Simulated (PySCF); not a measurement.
# Radial density of Ni (nickel, neutral)

UHF, [Ar] 3d7 4s2 5s1, high-spin 5F determinant (an excited configuration). Calculation: PySCF 2.14, in aug-cc-pVDZ-DK (7s6p4d2f, 59 functions); scalar relativity by spin-free X2C-1e.

| r (bohr) | 4πr²ρ (e/bohr) | 4πr²(ρα − ρβ) |
| --- | --- | --- |
| 0.000960 | 0.2575 | 0.0000 |
| 0.00161 | 0.6451 | 0.0001 |
| 0.00271 | 1.582 | 0.0002 |
| 0.00457 | 3.741 | 0.0005 |
| 0.00768 | 8.329 | 0.0010 |
| 0.0129 | 16.66 | 0.0020 |
| 0.0217 | 27.71 | 0.0032 |
| 0.0365 | 34.07 | 0.0040 |
| 0.0615 | 29.03 | 0.0079 |
| 0.103 | 28.99 | 0.0500 |
| 0.174 | 38.58 | 0.3009 |
| 0.293 | 22.21 | 1.3390 |
| 0.492 | 18.05 | 3.1410 |
| 0.828 | 16.30 | 2.8188 |
| 1.39 | 4.083 | 0.9429 |
| 2.34 | 1.203 | 0.1072 |
| 3.94 | 0.2589 | 0.0074 |
| 6.63 | 0.1680 | 0.1648 |
| 11.1 | 0.05923 | 0.0592 |
| 18.7 | 0.0001819 | 0.0002 |

Densities and radii are taken from the X2C orbitals without a picture-change correction, which distorts them close to the nucleus.

The outer electron is Rydberg-like, and this basis confines it to a smaller radius and binds it less than a complete one would.
